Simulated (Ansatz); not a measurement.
A run for Ansatz (a first-principles code): R-PBE/def2-TZVPP on CH4Si (SMILES C[SiH]), a point of a torsion scan.

Ansatz 0.2 input:
```yaml
crystal:
  periodic: [false, false, false]
  atoms:
    - {symbol: C, position_ang: [-0.53315019, 0.01334097, -0.01686769]}
    - {symbol: Si, position_ang: [1.22056238, 0.79038346, -0.02145198]}
    - {symbol: H, position_ang: [-0.70549851, -0.70034635, -0.82376302]}
    - {symbol: H, position_ang: [-1.28071347, 0.80044751, -0.11758753]}
    - {symbol: H, position_ang: [-0.73925010, -0.49504956, 0.92359623]}
    - {symbol: H, position_ang: [1.59126251, 0.51616611, -1.44544539]}
basis:
  gaussian:
    orbitals: def2-TZVPP
hamiltonian:
  xc: {name: PBE}
scf: {lower_state_search: off}
```

Q: Predict the final total energy.

A: -329.7451 hartree.
